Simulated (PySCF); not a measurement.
**Mo⁺: excitation energy**

Mo⁺ [Kr] 4d5 (6S) → Mo⁺ [Kr] 4d4 5p1 (high-spin determinant), as a difference of total energies. Computed with PySCF 2.14 in x2c-TZVPPall (8s6p6d2f1g, 79 functions), with scalar relativity by spin-free X2C-1e. Correlated levels: valence and next inner shell: [Ar] 3d10 frozen. The calculations carry no spin-orbit coupling.

```json
{"method": "UHF", "excitation energy (cm⁻¹)": "45014"}
{"method": "MP2 (valence and next inner shell)", "excitation energy (cm⁻¹)": "49272"}
{"method": "SCS-MP2 (valence and next inner shell)", "excitation energy (cm⁻¹)": "47590"}
{"method": "CCSD (valence and next inner shell)", "excitation energy (cm⁻¹)": "48012"}
{"method": "CCSD(T) (valence and next inner shell)", "excitation energy (cm⁻¹)": "48080"}
```

The basis was made for the ground configuration and has no added diffuse functions, so the excitation energy can come out too high.

The determinant of the upper state mixes LS terms, which raises its energy above the lowest term, most at the Hartree-Fock and MP2 levels.
